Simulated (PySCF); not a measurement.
**Working out the ionisation energy of Mn¹⁰⁺**

Mn¹⁰⁺ [Ne] 3s2 3p3 (4S) → Mn¹¹⁺ [Ne] 3s2 3p2 (3P). All numbers are calculated (PySCF 2.14, scalar relativity by spin-free X2C-1e, in an even-tempered Gaussian basis (19 s from 0.59 bohr⁻², ratio 2.5; 12 p from 0.76 bohr⁻², ratio 2.5; 5 d from 4.4 bohr⁻², ratio 2.7; 4 f from 6.6 bohr⁻², ratio 2.7)). Frozen: 1s2; the 22 highest virtual orbitals dropped. Energies in hartree (1 hartree = 27.21139 eV):

```csv
part,Mn¹⁰⁺ (lower),Mn¹¹⁺ (upper)
UHF,-1118.837842,-1108.418443
CCSD correlation,-0.471269,-0.455729
(T),-0.002758,-0.002784
```

**Question.** What does Hartree-Fock give?

**Answer.** (-1108.418443) − (-1118.837842) = 10.419399 hartree = 283.526 eV.

**Question.** What do CCSD and CCSD(T) give?

**Answer.** The CCSD correlation energies differ by 0.015540 hartree = 0.423 eV and the triples by -0.000026 hartree = -0.001 eV, so CCSD gives 283.949 eV and CCSD(T) 283.948 eV.

A first-order spin-orbit estimate adds -1.157 eV to CCSD(T) (outer shells), giving 282.791 eV against 286.1 ± 0.5 eV (semi-empirical (NIST evaluation); NIST Atomic Spectra Database, ionization energies).

What remains against the reference includes basis incompleteness, the frozen core and higher excitations.
